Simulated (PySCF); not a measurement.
C4H12Zr, SMILES [CH3][Zr]([CH3])([CH3])[CH3], multiplicity 1. The structure is a stationary point at PBE-D3(BJ)/def2-SVP. The spin state was assumed, not searched. The def2 effective core potentials stand for the cores of Zr; spin–orbit coupling is left out.

Computed equilibrium geometry at PBE-D3(BJ)/def2-SVP (PySCF confirms it by a frequency run) as Cartesian coordinates in Å, and its point group:
point group Td.
```xyz
17

Zr     0.0000     0.0000     0.0000
C     -1.2825     1.2825    -1.2825
H     -1.0923     1.0923    -2.3633
H     -1.0923     2.3633    -1.0923
H     -2.3633     1.0923    -1.0923
C      1.2825     1.2825     1.2825
H      1.0923     1.0923     2.3633
H      1.0923     2.3633     1.0923
H      2.3633     1.0923     1.0923
C      1.2825    -1.2825    -1.2825
H      1.0923    -2.3633    -1.0923
H      2.3633    -1.0923    -1.0923
H      1.0923    -1.0923    -2.3633
C     -1.2825    -1.2825     1.2825
H     -1.0923    -1.0923     2.3633
H     -1.0923    -2.3633     1.0923
H     -2.3633    -1.0923     1.0923
```
Charge 0, spin multiplicity 1.
